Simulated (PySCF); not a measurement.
**BeO at RHF-MP2**

Level: RHF-MP2. PySCF, spin-free X2C with a Gaussian nucleus, basis sets Be x2c-TZVPPall, O x2c-TZVPPall.

- state: ¹Σ⁺ (singlet), closed shell
- bond length: 1.355 Å
- harmonic wavenumber: 1383 cm⁻¹
- force constant: 6.49 mdyn/Å
- rotational constant Be: 1.593 cm⁻¹
- anharmonicity ωexe: 11.6 cm⁻¹
- vibration–rotation constant αe: 0.0211 cm⁻¹
- well depth De to Be + O: 474 kJ/mol
- dissociation energy D0: 466 kJ/mol

Correlated steps freeze 1 core orbital. Where the molecule has an RHF reference, its open-shell atoms are computed with UHF.
